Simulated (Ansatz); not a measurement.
Dissociation curve of GeH, doublet.

Level of theory: CCSD(T) on UHF/aug-cc-pVTZ, cores with 3d frozen (Ansatz, a first-principles code).

The batch members p0 to p11 hold the bond at 1.19, 1.30, 1.38, 1.43, 1.52, 1.58, 1.60, 1.65, 1.68, 1.77, 1.85, 1.96 Å.

Ansatz input:

Ansatz 0.2 input:
```yaml
# input.yaml
basis:
  gaussian: { orbitals: aug-cc-pvtz }
correlation:
  method: ccsd_t
  electrons: outside_noble_gas
scf:
  omitted_lower_state_checks: [cluster_reference, increment]
batch:
  members: [p0.yaml, p1.yaml, p2.yaml, p3.yaml, p4.yaml, p5.yaml, p6.yaml, p7.yaml, p8.yaml, p9.yaml, p10.yaml, p11.yaml]

# p6.yaml, one of the 12 members of this batch
crystal:
  periodic: [false, false, false]
  atoms:
    - { symbol: Ge, position_ang: [0.0, 0.0, 0.0] }
    - { symbol: H, position_ang: [0.0, 0.0, 1.6] }
total_charge: 0
magnetization:
  spin_polarized: true
  initial_magnetization: 1
```

Lines of the output on each member:

```
Member 2: Total energy: -56491.30596019 eV, -2076.0172028544 hartree
Member 2: Checks for a lower state left out: cluster_reference, increment
Member 5: Total energy: -56491.77154600 eV, -2076.0343128174 hartree
Member 5: Checks for a lower state left out: cluster_reference, increment
Member 7: Total energy: -56491.76343695 eV, -2076.0340148153 hartree
Member 7: Checks for a lower state left out: cluster_reference, increment
Member 6: Total energy: -56491.77562312 eV, -2076.0344626489 hartree
Member 6: Checks for a lower state left out: cluster_reference, increment
Member 3: Total energy: -56491.51382771 eV, -2076.0248418451 hartree
Member 3: Checks for a lower state left out: cluster_reference, increment
Member 0: Total energy: -56489.55321769 eV, -2075.9527907555 hartree
Member 0: Checks for a lower state left out: cluster_reference, increment
Member 1: Total energy: -56490.78778946 eV, -2075.9981604314 hartree
Member 1: Checks for a lower state left out: cluster_reference, increment
Member 4: Total energy: -56491.72214202 eV, -2076.0324972546 hartree
Member 4: Checks for a lower state left out: cluster_reference, increment
Member 8: Total energy: -56491.74290990 eV, -2076.0332604603 hartree
Member 8: Checks for a lower state left out: cluster_reference, increment
Member 9: Total energy: -56491.63547850 eV, -2076.0293124289 hartree
Member 9: Checks for a lower state left out: cluster_reference, increment
Member 10: Total energy: -56491.49816026 eV, -2076.0242660770 hartree
Member 10: Checks for a lower state left out: cluster_reference, increment
Member 11: Total energy: -56491.27068600 eV, -2076.0159065520 hartree
Member 11: Checks for a lower state left out: cluster_reference, increment
```

The unrestricted determinant behind UCCSD(T) is spin-contaminated at 2.14 to 6.49 Å (<S²> up to 1.8, against 0.75 for a pure doublet).
